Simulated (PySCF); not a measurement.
Compound: C8H18P (charge +1).
Numbering: `[CH3:1][CH:2]([CH3:3])[P@H+:4]([CH3:5])[CH:6]1[CH2:7][CH2:8][CH2:9]1`

NICS = −σ at a ghost point: NICS(0) at the centroid of the ring atoms, NICS(1) 1 Å to either side along the normal of their mean plane, zz for the tensor component along that normal. Level: GIAO PBE0/pcSseg-1 (PySCF, non-relativistic, gas phase) on the GFN2-xTB geometry, one conformer.

Ring bond lengths (Å), with Mayer bond orders in brackets: C6–C7 1.544 (0.97), C7–C8 1.536 (1.04), C8–C9 1.537 (1.04), C9–C6 1.545 (0.96).

Problem. Give the NICS values of each ring in ppm.

Solution. 
| ring | type | NICS(0) | NICS(1), two faces | NICS(1)zz, two faces | rms pucker (Å) | centre to ring atoms, mean (Å) |
| --- | --- | --- | --- | --- | --- | --- |
| C6–C7–C8–C9 | 4-membered carbocycle; formal bonds all single | 0.9 | 0.1 / 0.4 | 7.0 / 4.6 | 0.08 | 1.09 |

Problem. What do they say, and how far can they be read as aromaticity?

Solution. 
- C6–C7–C8–C9: mean NICS(1)zz 5.8 ppm, deshielded. C6, C7, C8, C9 have four or more neighbours, and the NICS criterion for π rings isn't applied.

Problem. What are the shieldings of the ring atoms and their hydrogens in the same run (means over atoms taken as equivalent)?

Solution. 
```json
{"atoms": "C6", "environment": "sp3 carbon bound to phosphorus", "σ isotropic (ppm)": "160.4", "principal values of the symmetric part, first atom (ppm)": "143.7, 168.3, 169.3"}
{"atoms": "C7", "environment": "four-membered-ring carbon", "σ isotropic (ppm)": "159.2", "principal values of the symmetric part, first atom (ppm)": "143.4, 152.2, 181.8"}
{"atoms": "C8", "environment": "four-membered-ring carbon", "σ isotropic (ppm)": "166.0", "principal values of the symmetric part, first atom (ppm)": "151.8, 164.5, 181.6"}
{"atoms": "C9", "environment": "four-membered-ring carbon", "σ isotropic (ppm)": "161.2", "principal values of the symmetric part, first atom (ppm)": "143.9, 155.7, 184.0"}
{"atoms": "H on C6", "environment": "methine hydrogen", "σ isotropic (ppm)": "28.59", "principal values of the symmetric part, first atom (ppm)": "24.9, 28.6, 32.2"}
{"atoms": "H on C7", "environment": "methylene hydrogen", "σ isotropic (ppm)": "29.38", "principal values of the symmetric part, first atom (ppm)": "25.2, 30.2, 32.7"}
{"atoms": "H on C7", "environment": "methylene hydrogen", "σ isotropic (ppm)": "28.87", "principal values of the symmetric part, first atom (ppm)": "24.5, 27.4, 34.7"}
{"atoms": "H on C8", "environment": "methylene hydrogen", "σ isotropic (ppm)": "28.92", "principal values of the symmetric part, first atom (ppm)": "25.5, 26.0, 35.3"}
{"atoms": "H on C8", "environment": "methylene hydrogen", "σ isotropic (ppm)": "29.17", "principal values of the symmetric part, first atom (ppm)": "25.3, 26.0, 36.3"}
{"atoms": "H on C9", "environment": "methylene hydrogen", "σ isotropic (ppm)": "29.54", "principal values of the symmetric part, first atom (ppm)": "25.6, 29.7, 33.3"}
{"atoms": "H on C9", "environment": "methylene hydrogen", "σ isotropic (ppm)": "28.94", "principal values of the symmetric part, first atom (ppm)": "24.7, 26.6, 35.5"}
```

Shape of the structure used: `[CH3:1][CH:2]([CH3:3])[P@H+:4]([CH3:5])[CH:6]1[CH2:7][CH2:8][CH2:9]1`: C1–C2–P4–C5 -55°, C2–P4–C6–C7 -76°.
